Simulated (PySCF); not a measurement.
Species: C₄H₄NO₂ (charge -1).
SMILES: `C[C@H](C#N)C(=O)[O-]`

A PySCF run (density fitting, gas phase, GFN2-xTB geometry) gave HOMO -0.42 eV, LUMO 3.96 eV.

Problem. Which of these levels was it?
A. B97-D/def2-SVPD
B. PBE0/pcSseg-1
C. KT3/pcSseg-1
D. B3LYP/pcSseg-0
E. PBE0/def2-SVPD

Solution. C. It is KT3/pcSseg-1. All candidates on this geometry:

```tsv
level and settings	kind	basis functions	SCF cycles	E (Eh)	HOMO (eV)	LUMO (eV)
B97-D/def2-SVPD, grid level 4	GGA	178	17	-359.6093	-0.79	3.45
KT3/pcSseg-1	GGA	139	17	-365.3591	-0.42	3.96
B3LYP/pcSseg-0, grid level 4, fitting basis def2-universal-jkfit	global hybrid	71	11	-359.2530	-1.15	5.08
PBE0/def2-SVPD, fitting basis def2-qzvpp-jkfit	global hybrid	178	11	-359.4460	-2.22	4.01
PBE0/pcSseg-1	global hybrid	139	14	-359.6517	-1.86	4.85
```

The nearest other candidate, by the summed differences of HOMO and LUMO, is B97-D/def2-SVPD: its HOMO differs by -0.37 eV and its LUMO by -0.51 eV. B97-D ran without the empirical dispersion term, which would shift the total energy alone. Cycle counts include a coarse-grid stage where the run had one. KT3 was designed for NMR shieldings or shifts; total energies of different functionals aren't comparable.

Conformer computed: `[CH3:1][C@H:2]([C:3]#[N:4])[C:5](=[O:6])[O-:7]`: C1–C2–C5–O6 -143°.
